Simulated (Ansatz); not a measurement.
Li₃Cl₂. The state is a doublet with charge 0. Geometry PBE0-D4/def2-TZVP; atoms count from 1.

```xyz
5

Li    0.961    0.523    1.756
Li    0.527    1.728   -1.008
Li   -0.744   -1.125   -0.374
Cl   -0.667    0.255   -2.060
Cl   -0.077   -1.380    1.686
```

The structure comes from a short search, and lower isomers may exist.

(1) Estimate the Mulliken populations from the PBE0/def2-TZVP orbitals of Ansatz.

(2) Where does the spin sit?

(3) And the Mayer bond orders between bonded heavy atoms (over 0.3)?

## Answers

(1) 
```tsv
atom	charge (e)	spin (α − β)
Li1	0.34	0.51
Li2	0.34	0.51
Li3	0.74	-0.02
Cl4	-0.71	0.00
Cl5	-0.71	0.00
```
Mulliken values and Mayer orders depend strongly on the basis.

(2) Summed by element: Li 1.00, Cl 0.00, of 1 unpaired in all. Largest on single atoms: Li1 0.51, Li2 0.51, Li3 -0.02.

(3) Li1–Li2 0.52 (3.05 Å).
